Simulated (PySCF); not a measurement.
## Calculated data, CH$_{3}$B$_{2}$O, C$_{2}$H$_{7}$AlB

Calculation on a computer-drawn molecule: the log of a Hartree-Fock and frozen-core CCSD(T) single point meant for a local Hartree-Fock minimum, with one planted fault or none, to be diagnosed. Offsets are logged minus clean, where the clean run is the same molecule without the fault. The reference is restricted for singlets and unrestricted otherwise, and also for a bond in bohr or an excited solution. Adding or removing an electron swaps singlet and doublet. The excited solution moves the top pair (singlet) or top alpha electron (doublet) to the lowest empty orbital. Highest occupied and lowest empty are orbital energies over both spins, largest force is the largest gradient component, triples share is (T) over the correlation energy, the T1 limit is 0.02 restricted and 0.045 unrestricted, electrons count all cores, a negative frequency is imaginary (commonest isotopes), and the dipole is about the centre of nuclear charge. Program: PySCF 2.14.0.

Common to all runs: meant charge 0; meant multiplicity 2; logged SCF converged yes; logged CC converged yes; logged SCF stable within its kind yes; possible faults no fault, one electron removed, one electron added, multiplicity raised by two, geometry at a saddle point, SCF held on an excited solution, minimal basis STO-3G, one bond length entered in bohr, all coordinates scaled.

```json
{"entry": 1, "formula": "CH3B2O", "logged_structure": {"atoms_angstrom": [["B", -1.0724, 1.5136, 0.8566], ["C", -0.4999, 0.6327, -0.1953], ["B", -1.2905, -0.1855, -1.104], ["O", -1.9023, -0.8245, -1.8136], ["H", -2.2029, 1.5811, 0.9938], ["H", -0.3776, 2.1218, 1.5262], ["H", 0.5268, 0.5742, -0.3161]]}, "given": {"meant_basis": "cc-pVDZ", "logged_electrons": 27, "logged_basis_functions": 71, "logged_spin_squared": 0.7606, "logged_highest_occupied [eV]": -12.15, "logged_lowest_empty [eV]": -0.3602, "logged_largest_force [hartree/bohr]": 0.083403, "logged_T1_diagnostic": 0.018622, "logged_D1_diagnostic": 0.07038, "logged_triples_share": 0.028382, "logged_dipole_magnitude [debye]": 3.1113, "logged_energy_HF [hartree]": -163.85012, "logged_energy_CCSD(T) [hartree]": -164.3356, "drawn_bonds_atom": [1, 2, 3, 1, 1, 2], "drawn_bonds_other_atom": [2, 3, 4, 5, 6, 7], "drawn_bonds_order": [1, 1, 2, 1, 1, 1]}, "results": {"planted_fault": "all coordinates scaled, by -4.7 %", "HF_energy_offset_from_clean_run [kcal/mol]": 11.75, "CCSD(T)_energy_offset_from_clean_run [kcal/mol]": 17.43}}
{"entry": 2, "formula": "C2H7AlB", "logged_structure": {"atoms_angstrom": [["B", -1.5952, 1.859, -0.8073], ["C", -1.8374, 0.3635, -1.0818], ["Al", -2.1709, -1.0408, 0.2374], ["C", -2.524, -0.6403, 2.1269], ["H", -0.661, 2.4314, -1.3094], ["H", -2.3039, 2.4847, -0.0608], ["H", -1.7042, 0.0357, -2.1166], ["H", -2.1415, -2.5454, -0.2611], ["H", -1.7012, -1.0058, 2.7548], ["H", -3.4269, -1.1556, 2.4754], ["H", -2.6458, 0.4275, 2.3313]]}, "given": {"meant_basis": "cc-pV(D+d)Z", "logged_electrons": 37, "logged_basis_functions": 100, "logged_spin_squared": 0.759, "logged_highest_occupied [eV]": -10.047, "logged_lowest_empty [eV]": 0.5639, "logged_largest_force [hartree/bohr]": 3.1629e-06, "logged_lowest_frequency [cm^-1]": 42.863, "logged_T1_diagnostic": 0.015137, "logged_D1_diagnostic": 0.059215, "logged_triples_share": 0.026172, "logged_dipole_magnitude [debye]": 0.28994, "logged_energy_HF [hartree]": -346.37248, "logged_energy_CCSD(T) [hartree]": -346.85309, "drawn_bonds_atom": [1, 2, 3, 1, 1, 2, 3, 4, 4, 4], "drawn_bonds_other_atom": [2, 3, 4, 5, 6, 7, 8, 9, 10, 11], "drawn_bonds_order": [1, 1, 1, 1, 1, 1, 1, 1, 1, 1]}, "results": {"planted_fault": "no fault", "HF_energy_offset_from_clean_run [kcal/mol]": 0.0, "CCSD(T)_energy_offset_from_clean_run [kcal/mol]": 0.0}}
{"entry": 3, "formula": "C2H7AlB", "logged_structure": {"atoms_angstrom": [["B", -1.5952, 1.859, -0.8073], ["C", -1.8374, 0.3635, -1.0818], ["Al", -2.1709, -1.0408, 0.2374], ["C", -2.524, -0.6403, 2.1269], ["H", -0.661, 2.4314, -1.3094], ["H", -2.3039, 2.4847, -0.0608], ["H", -1.7042, 0.0357, -2.1166], ["H", -2.1415, -2.5454, -0.2611], ["H", -1.7012, -1.0058, 2.7548], ["H", -3.4269, -1.1556, 2.4754], ["H", -2.6458, 0.4275, 2.3313]]}, "given": {"meant_basis": "cc-pV(D+d)Z", "logged_electrons": 36, "logged_basis_functions": 100, "logged_spin_squared": 0.0, "logged_highest_occupied [eV]": -15.548, "logged_lowest_empty [eV]": -7.1779, "logged_largest_force [hartree/bohr]": 0.05183, "logged_T1_diagnostic": 0.02601, "logged_D1_diagnostic": 0.10867, "logged_triples_share": 0.026409, "logged_dipole_magnitude [debye]": 5.1687, "logged_energy_HF [hartree]": -346.05867, "logged_energy_CCSD(T) [hartree]": -346.52119, "drawn_bonds_atom": [1, 2, 3, 1, 1, 2, 3, 4, 4, 4], "drawn_bonds_other_atom": [2, 3, 4, 5, 6, 7, 8, 9, 10, 11], "drawn_bonds_order": [1, 1, 1, 1, 1, 1, 1, 1, 1, 1]}, "results": {"planted_fault": "one electron removed", "HF_energy_offset_from_clean_run [kcal/mol]": 196.9, "CCSD(T)_energy_offset_from_clean_run [kcal/mol]": 208.3}, "notes": ["T1 above single-reference limit"]}
```
